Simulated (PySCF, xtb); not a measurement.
C3H10OSi2, SMILES C(C)([SiH2][SiH2]C)=O.

GFN2-xTB in xtb at its own geometry gives an orbital gap of 2.66 eV and a dipole moment of 3.09 D.

Geometry: ωB97X-D3(BJ)/def2-SVP. The structure was generated by enumeration, and PubChem lists no compound with its InChIKey, so it may never have been made. Other conformers were not sampled.

Q: What does B3LYP/def2-TZVP run with PySCF give? (An estimate is asked for; the answer gives what the named calculation found.)

A: gap 5.22 eV (levels -6.64 and -1.41 eV), dipole 2.33 D.
